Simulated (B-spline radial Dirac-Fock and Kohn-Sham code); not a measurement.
Magnetic form factor of the 3d shell of Tl⁵⁵⁺

System: Tl⁵⁵⁺ in the configuration [Ar] 3d8.

Calculated with a radial atomic solver, using configuration-average Dirac-Fock orbitals. ⟨j_K⟩ is the integral of the 3d radial density with the spherical Bessel function j_K(4πsr), s = sin θ/λ.

```
s (Å⁻¹)    ⟨j0⟩    ⟨j2⟩    ⟨j4⟩
      0  1.0000  0.0000  0.0000
   0.06  0.9993  0.0003  0.0000
   0.07  0.9990  0.0004  0.0000
   0.09  0.9983  0.0007  0.0000
   0.12  0.9971  0.0012  0.0000
   0.15  0.9954  0.0018  0.0000
   0.19  0.9926  0.0029  0.0000
   0.24  0.9883  0.0047  0.0000
    0.3  0.9817  0.0073  0.0000
   0.38  0.9708  0.0116  0.0001
   0.48  0.9539  0.0183  0.0001
   0.61  0.9266  0.0289  0.0004
   0.76  0.8884  0.0435  0.0008
   0.96  0.8279  0.0660  0.0020
   1.22  0.7372  0.0983  0.0049
   1.53  0.6189  0.1371  0.0107
```

Radial moments of the shell: ⟨r²⟩ = 0.02782, ⟨r⁴⟩ = 0.001308, ⟨r⁶⟩ = 9.326e-05 in powers of bohr.
